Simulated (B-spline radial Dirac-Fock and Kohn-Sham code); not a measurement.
# Muonic isotope shifts in argon

Calculated with a radial B-spline solver, using the Dirac equation of a negative muon with reduced mass in the field of a spherical finite nucleus, with the Uehling potential to all orders; nuclear polarisation, deformation, hyperfine structure, self-energy, higher-order vacuum polarisation, relativistic recoil and electron screening are left out. Nuclear charge: Fermi distribution (skin thickness 2.3 fm); radii from Angeli and Marinova (2013). Reference ³⁹Ar, radius 3.4093 fm: 2p3/2 → 1s1/2 644.3 keV, 3d5/2 → 2p3/2 127.0 keV.

```tsv
A	radius (fm)	δ⟨r²⟩ (fm²)	shift 2p3/2 → 1s (keV)	shift 3d5/2 → 2p3/2 (keV)
32	3.3468	-0.422	+0.97	-0.08
33	3.3438	-0.442	+1.10	-0.07
34	3.3654	-0.297	+0.70	-0.05
35	3.3636	-0.310	+0.79	-0.04
36	3.3905	-0.128	+0.26	-0.03
37	3.3908	-0.126	+0.31	-0.02
38	3.4028	-0.044	+0.10	-0.01
40	3.4274	+0.124	-0.35	+0.01
41	3.4251	+0.108	-0.26	+0.02
42	3.4414	+0.220	-0.57	+0.03
43	3.4354	+0.179	-0.41	+0.03
44	3.4454	+0.247	-0.59	+0.04
46	3.4377	+0.194	-0.36	+0.06
```
